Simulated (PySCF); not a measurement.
## Exercise with solution: entropy of an ideal gas

BrGe, SMILES [Ge][Br] (connectivity only; charge and spin as stated), charge +1, multiplicity 1.

Geometry: B3LYP-D3(BJ)/def2-TZVP. The spin state was assumed, not searched.

B3LYP-D3(BJ)/def2-TZVP (PySCF) gives the harmonic wavenumbers 359 cm⁻¹ and the rotational temperature 0.1290 K. The molar mass is 152.53 g/mol, the symmetry number 1, the spin multiplicity 1.

Task: Work out the entropy at 298.15 K and 1 atm in the rigid-rotor, harmonic-oscillator model.

Result: 
Translation (Sackur–Tetrode at 1 atm): S = R[1.5 ln M + 2.5 ln T − 1.16487] = 171.4 J/(mol K).
Rotation: q = T/(σ θ) = 2310, S = R[ln q + 1] = 72.7 J/(mol K).
Vibration: with u = 1.4388 ν/T, each mode gives R[u/(e^u − 1) − ln(1 − e^−u)]:
```json
[
 {"ν (cm⁻¹)": "359", "modes": "1", "u": "1.73", "S (J/(mol K))": "4.71"}
]
```
These are all the modes. Sum 4.7 J/(mol K).
Spin: R ln 1 = 0.0 J/(mol K).
Total 248.9 J/(mol K); the program's own thermochemistry gives 248.9. Translation makes up 69 % and vibration 2 %. Anharmonicity, hindered rotation and orbital degeneracy are left out.
